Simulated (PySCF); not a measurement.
# Worked example: oscillator strength and radiative lifetime

C2H5BF2O, SMILES OCB(F)CF.

Geometry: r2SCAN-D4/def2-SVP. This is a generated structure with no PubChem entry under its InChIKey; it may be hypothetical. One conformer was computed; it need not be the lowest.

TDA-PBE/def2-SVPD (PySCF 2.14.0) puts the first singlet state with f over 0.02 at 6.93 eV (vertical), with the transition dipole (-0.434, -0.155, -0.023) in atomic units.

Q: Find the oscillator strength, the wavelength and the radiative lifetime that this transition would have in vacuum if emission retraced absorption.

A: 
|μ|² = 0.2129 au, so |μ| = 1.17 D. ΔE = 6.93/27.211 = 0.2547 hartree. f = (2/3) ΔE |μ|² = 0.036 (the program prints 0.036).
λ = 1239.84/6.93 = 179 nm; ν = 55894 cm⁻¹.
Einstein's coefficient A = 0.6670 ν² f s⁻¹ (ν in cm⁻¹) = 7.5e7 s⁻¹, so τ = 1/A = 13 ns. This state is S6; the lower singlets have f = 0.016, 0.000, 0.013, 0.018, 0.005. The figure is the radiative limit of this one transition; relaxation, internal conversion, crossing to triplets and a medium change what is measured.
